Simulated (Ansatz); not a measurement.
C₂H₄InNO (`[CH]1=NC[O][InH]1`), relaxed with RKS PBE-D4/def2-SVP in Ansatz 0.2.0 from a rough embedded geometry. The force threshold is 0.03 eV/Å; the program also tests the step.

Charge 0, multiplicity 1. In: def2 effective core potential.

Start:

```xyz
9

C     0.453    0.231    1.129
N    -0.217    0.963    0.418
C    -0.752    0.449   -0.817
O    -1.558   -0.587   -0.588
In    0.657   -1.811    0.389
H     0.858    0.561    2.133
H    -1.395    1.297   -1.283
H     0.051    0.267   -1.511
H     1.901   -1.370    0.132
```

```
step  energy (eV)  largest force (eV/Å)  largest move (Å)
   1  -10832.7212                10.710             0.000
   2  -10835.3459                 3.137             0.193
   3  -10836.5131                 1.353             0.191
   4  -10836.8819                 0.628             0.198
   5  -10837.1497                 0.533             0.196
   6  -10837.3707                 0.472             0.196
   7  -10837.5704                 0.465             0.196
   8  -10837.7668                 0.650             0.200
   9  -10837.9450                 0.410             0.192
  10  -10838.1089                 0.357             0.200
  11  -10838.2140                 0.357             0.200
  12  -10838.2382                 0.692             0.199
  13  -10838.2571                 0.048             0.039
  14  -10838.2573                 0.013             0.006
```

End:

```xyz
9

C     0.393    0.497    1.251
N    -0.336    1.173    0.456
C    -0.711    0.590   -0.840
O    -0.257   -0.671   -1.147
In    0.903   -1.456    0.393
H     0.687    0.917    2.231
H    -1.831    0.641   -0.857
H    -0.372    1.346   -1.596
H     1.524   -3.037    0.109
```

It took 21 s on 4 threads of an Arm Neoverse V1 on a shared host, with 0.22 GiB of host memory at the peak.
